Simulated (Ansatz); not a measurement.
Reaction (formal exchange of groups at a B–Se bond): `CB(F)[SeH]` + `CC` → `CCB(C)F` + H₂Se

Computed with Ansatz on PBE0-D4/def2-TZVP structures; ΔE is electronic, products minus reactants. CCSD(T)/CBS adds triple-zeta CCSD(T) − MP2 to the extrapolated MP2 energy (def2 sets, frozen cores). This one scheme is used for every species. Functionals use def2-TZVPP. For Se outer-core shells are correlated without core-valence functions, which leaves a few kJ/mol of doubt a bond. Scalar relativity is left out up to krypton. One conformer a species, not always the lowest.

`CB(F)[SeH]`:

Cartesian coordinates in Å:
```
C 0.923 0.021 0.130
B -0.586 0.127 0.499
F -0.931 0.427 1.748
Se -2.091 -0.145 -0.711
H 1.393 -0.751 0.749
H 1.119 -0.209 -0.917
H 1.426 0.961 0.381
H -1.253 -0.432 -1.879
```

`CC`:

Z-matrix (Å, degrees):
```
C
C 1 1.519
H 1 1.093 2 111.4
H 1 1.093 2 111.4 3 120.0
H 1 1.093 2 111.4 3 -120.0
H 2 1.093 1 111.4 3 180.0
H 2 1.093 1 111.4 3 -60.0
H 2 1.093 1 111.4 3 60.0
```

`CCB(C)F`:

Z-matrix (Å, degrees):
```
C
C 1 1.522
H 1 1.092 2 111.3
H 1 1.092 2 111.8 3 120.4
H 1 1.092 2 111.3 3 -119.1
B 2 1.565 1 116.9 3 59.7
H 2 1.100 1 110.9 3 -63.4
H 2 1.100 1 110.9 3 -177.5
F 6 1.338 2 118.3 1 0.5
C 6 1.564 2 124.9 1 -179.5
H 10 1.096 6 109.9 2 120.7
H 10 1.091 6 113.9 2 -1.1
H 10 1.095 6 110.1 2 -123.3
```

H₂Se:

Cartesian coordinates in Å:
```
Se -0.116 0.472 0.482
H 0.577 -0.820 0.457
H -0.461 0.348 -0.939
```

| level | ΔE (kJ/mol) |
| --- | --- |
| BLYP-D4 | 67.2 |
| r2SCANh-D4 | 67.5 |

(1) What does CCSD(T)/CBS give? (Estimate.)

Largest T1 diagnostic among the species: 0.011.

Results:

(1) The calculation gave: +66.4 kJ/mol. The listed levels differ from it by 0.8, 1.1 kJ/mol.

From BLYP to BHLYP (50 % exact exchange), in def2-TZVPP and without D4, ΔE moves by −4.8 kJ/mol. In def2-TZVPP, CCSD(T) changes the Hartree–Fock value by +4.3 kJ/mol (the triples alone add +2.0 kJ/mol) and MP2 by +9.7 kJ/mol. Leaving LDA and LC-ωPBE aside and taking each functional with its dispersion term where it has one, the values, not all of them listed here, spread over 9.0 kJ/mol, from CAM-B3LYP-D4 to revPBE-D4. LDA lies −6.4 kJ/mol from PBE without D4.
